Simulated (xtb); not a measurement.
xtb input:

```bash
xtb mol.xyz --gfn 1 --sp --chrg 1 --uhf 0
```
mol.xyz:
```
8

Si     0.22769861     0.02477791    -0.06081064
Br     0.34462455    -0.52262403     2.03546786
Br    -0.45845480    -1.54757202    -1.38919812
Br    -0.59479186     1.99308459    -0.45702062
N      2.05463208     0.22358277    -0.54872309
H      2.57229065    -0.64842306    -0.40913584
H      2.51078508     0.94886888     0.01139622
H      2.14849291     0.48648539    -1.53356902
```

Task: Which total energy does the run end on?

Result: -18.08647 Eh (GFN1-xTB).

It need not be the lowest isomer of its formula.
